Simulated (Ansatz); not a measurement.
Ideal-gas functions of `[SH][Al]([Cl])[Cl]` at 800 K and 1 bar, from an Ansatz frequency run at PBE0-D4/def2-TZVP.

Molar mass 130.96 g/mol, point group Cs (symmetry number 1), electronic degeneracy 1, moments of inertia 230.81, 231.355, 462.164 u Å². Harmonic wavenumbers (cm⁻¹, unscaled): 126, 142, 195, 270, 374, 584, 605, 692, 2705.

Use S(trans) = R[1.5 ln M + 2.5 ln T − 1.1517]; rotational temperatures θ = 24.2544 K / I; S(rot) = R[ln(√π/σ · √(T³/θAθBθC)) + 1.5]; for each mode x = 1.438777 ν̃/T, S = R[x/(eˣ − 1) − ln(1 − e⁻ˣ)] and H = RT x/(eˣ − 1); 1 cm⁻¹ = 0.0119627 kJ/mol; R = 8.31446 J/(mol·K).

By hand: the entropy, in J/(mol·K).

Translation 190.2. Rotation: θ = 0.1051, 0.1048, 0.0525 K, giving 131.6. Vibration, mode by mode: 20.68, 19.69, 17.07, 14.40, 11.77, 8.28, 8.01, 7.01, 0.38, in all 107.3. Electronic 0.0. Sum 429.1 J/(mol·K).

By hand: H − E and G − E in kJ/mol, counted from the electronic energy.

Zero-point energy ½ × 5693 × 0.0119627 = 34.1; thermal vibration 38.2; translation, rotation and pV give 4 RT = 26.6. H − E = 98.9 kJ/mol, and G − E = 98.9 − 800 × 429.1/1000 = -244.4 kJ/mol.

Vibration gives 25 % of the entropy, 40.4 J/(mol·K) of it from the modes under 150 cm⁻¹: soft modes count most, and the harmonic formula is weakest for them. The sum counts one conformer and one mirror image; others add a mixing term.
